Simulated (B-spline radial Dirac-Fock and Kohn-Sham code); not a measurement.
# Kohn-Sham estimates against Dirac-Fock for the levels of Sb¹⁵⁺

System: the Sb¹⁵⁺ ion, [Ar] 3d10 4s2 4p6.

The density-functional columns are spherical, spin-unpolarised Dirac-Kohn-Sham results without Breit or QED terms: −ε is minus the orbital energy of the initial state and ΔSCF the difference of two total energies. The reference in the last column comes from relaxed Dirac-Fock hole states (ΔSCF) with Breit and QED corrections and a finite nucleus. All numbers are from a B-spline atomic structure program, in eV; a selection of levels is shown. For the 1s level of heavy atoms much of the gap between ΔSCF and the reference is the Breit and QED part, -102.7 eV here; for other levels the error of the functional can be larger.

| level | LDA −ε | LDA ΔSCF | Dirac-Fock |
| --- | --- | --- | --- |
| K (1s) | 30609.4 | 30966.0 | 30873.3 |
| L1 (2s) | 4965.6 | 5038.6 | 5088.8 |
| L2 (2p1/2) | 4671.8 | 4760.1 | 4765.9 |
| L3 (2p3/2) | 4420.3 | 4503.7 | 4517.3 |
| M1 (3s) | 1250.4 | 1280.8 | 1315.3 |
| M2 (3p1/2) | 1130.5 | 1161.7 | 1183.6 |
| M3 (3p3/2) | 1083.4 | 1113.8 | 1135.9 |
| M4 (3d3/2) | 872.3 | 905.3 | 905.5 |
| M5 (3d5/2) | 862.4 | 895.1 | 895.9 |
| N1 (4s) | 461.4 | 476.7 | 483.5 |
| N2 (4p1/2) | 417.5 | 432.5 | 430.3 |
| N3 (4p3/2) | 406.2 | 420.9 | 419.2 |

For the outermost level NIST gives 420 ± 3 eV (theoretical); the differences from it are LDA −ε -13.75, LDA ΔSCF +0.92, Dirac-Fock -0.75 eV.

Values without a named source are computed, but for edge energies of neutral atoms, which are taken from tables.
